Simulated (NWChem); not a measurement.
System: SnIF, singlet; SMILES [F][Sn][I]

The following NWChem deck was run.

```
start job
memory heap 200 mb stack 900 mb global 1100 mb
geometry units angstroms noautoz
  Sn     0.311267     1.262720     0.000000
  F     -1.560145     1.827922     0.000000
  I     -0.073522    -1.454427     0.000000
end
basis spherical
  * library def2-svp
end
ecp
  Sn library def2-ecp
  I library def2-ecp
end
dft
  xc xpbe96 cpbe96
  iterations 150
  vectors input atomic output neutral.movecs
end
task dft energy
charge 1
dft
  odft
  mult 2
  vectors input atomic output cation.movecs
end
task dft energy
```

Low-valent species are run as closed-shell singlets; no triplet was tried in these runs. Coordinates come from a PBE0/def2-SVP optimisation. Not confirmed as a minimum by frequencies. def2 effective core potentials on Sn, I; no spin-orbit coupling.

Ions are spin-unrestricted doublets at the neutral geometry; other ion states weren't tried.

### Question
Predict the main results of this run. (PBE/def2-SVP with def2 effective core potentials on Sn, I, vertical spin-unrestricted ions.) Quantities: vertical ionisation energy, ΔSCF (eV); −ε(HOMO) (eV).

### Answer
```yaml
vertical ionisation energy, ΔSCF (eV): 9.41
"−ε(HOMO) (eV)": 6.36
```
